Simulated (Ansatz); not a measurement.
(1) Predict a relaxed structure of the cluster MgZn₂⁺, charge 1, doublet, at PBE/def2-TZVP (Ansatz).

## Answers

(1) 
Cartesian coordinates in Å:
```
Mg -1.176 0.159 2.485
Zn 0.017 -0.008 -0.039
Zn 1.159 -0.152 -2.446
```
Point group C∞v (tolerance 0.1 Å). This is one stationary point.

The structure comes from a short search, and lower isomers may exist.
